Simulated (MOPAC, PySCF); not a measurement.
CH3GeI3O, SMILES `[O](C)[Ge]([I])([I])[I]` (C–O–Ge–I torsion 180°), neutral singlet in the gas phase. 

Z-matrix (Å, degrees):
```
O
C 1 1.4085
H 2 1.0997 1 107.36
H 2 1.1045 3 108.45 1 -121.09
H 2 1.1045 3 108.45 4 -117.82
Ge 1 1.7601 2 121.53 3 179.95
I 6 2.4884 1 105.31 2 179.99
I 6 2.5133 1 109.30 2 59.81
I 6 2.5133 1 109.30 2 -59.84
```
Charge 0, spin multiplicity 1.

All levels are single points at this geometry (PBE0-D3(BJ)/def2-SVP); Pople sets use spherical d functions. Orbital energies aren't observables, and empty levels follow the basis.

PM7 in MOPAC gives HOMO (eV) = -9.51.

Q: Estimate the HOMO (eV) from each of these levels: B3LYP-D3(BJ)/def2-TZVP in PySCF; M06-2X/def2-TZVP in PySCF; PBE-D3(BJ)/def2-TZVP in PySCF; B3LYP/6-311+G** (LANL2DZ on Ge, I) in PySCF; B3LYP/6-31G* (LANL2DZ on I) in PySCF; B3LYP/LANL2DZ in PySCF; M06-2X/6-31G* (LANL2DZ on I) in PySCF; PBE/6-31G* (LANL2DZ on I) in PySCF; HF/6-31G* (LANL2DZ on I) in PySCF; AM1 in MOPAC; PM3 in MOPAC; PM6 in MOPAC.

A: 
| level | HOMO (eV) |
|---|---|
| B3LYP-D3(BJ)/def2-TZVP in PySCF | -7.44 |
| M06-2X/def2-TZVP in PySCF | -8.88 |
| PBE-D3(BJ)/def2-TZVP in PySCF | -6.56 |
| B3LYP/6-311+G** (LANL2DZ on Ge, I) in PySCF | -7.67 |
| B3LYP/6-31G* (LANL2DZ on I) in PySCF | -7.51 |
| B3LYP/LANL2DZ in PySCF | -7.68 |
| M06-2X/6-31G* (LANL2DZ on I) in PySCF | -8.70 |
| PBE/6-31G* (LANL2DZ on I) in PySCF | -6.63 |
| HF/6-31G* (LANL2DZ on I) in PySCF | -10.26 |
| AM1 in MOPAC | -10.87 |
| PM3 in MOPAC | -10.12 |
| PM6 in MOPAC | -9.99 |
